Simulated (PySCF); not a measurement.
## How methods differ on the ionisation energy of Ga¹⁵⁺

Ga¹⁵⁺ [Ne] 3s2 3p4 [3p1/2^2 3p3/2^2, M_J = 2] → Ga¹⁶⁺ [Ne] 3s2 3p3 [3p1/2^2 3p3/2^1, M_J = 3/2], as a difference of total energies. Calculation: PySCF 2.14, in an uncontracted even-tempered set (19 s from 1.3 bohr⁻², ratio 2.4; 13 p from 1.7 bohr⁻², ratio 2.4; 5 d from 8.4 bohr⁻², ratio 2.6; 4 f from 13 bohr⁻², ratio 2.6); the two-component X2C-1e Hamiltonian. Correlated levels: 1s2 frozen; the 50 highest virtual spinors dropped. "Screened" scales the spin-orbit matrix elements by Boettger's factors to mimic the two-electron term; Breit and QED terms are absent.

```
                    method  ionisation energy (eV)
           GHF (spin-free)                  545.62
          GMP2 (spin-free)                  546.65
 GHF (screened spin-orbit)                  554.35
GMP2 (screened spin-orbit)                  555.33
```

Q: How much does correlation contribute at GMP2 (screened spin-orbit)?

A: 555.33 − (554.35) = 0.98 eV, measured against GHF (screened spin-orbit).

Breit and QED terms and the two-electron picture change are absent.

The spin-free rows relax to the high-spin LS determinant and lack the spin-orbit shift.

The labels give the starting determinants; with spin-orbit coupling the two ends relaxed to ⟨J²⟩ = 6.00, ⟨L²⟩ = 2.40, ⟨S²⟩ = 1.80 and ⟨J²⟩ = 4.15, ⟨L²⟩ = 5.26, ⟨S²⟩ = 0.91.

The determinant of Ga¹⁶⁺ mixes levels of different J (the jj label is only the starting occupation), so the difference between spin-free and spin-orbit rows is not the physical spin-orbit shift.

For comparison: 548.3 ± 0.7 eV (semi-empirical (NIST evaluation); NIST Atomic Spectra Database, ionization energies).
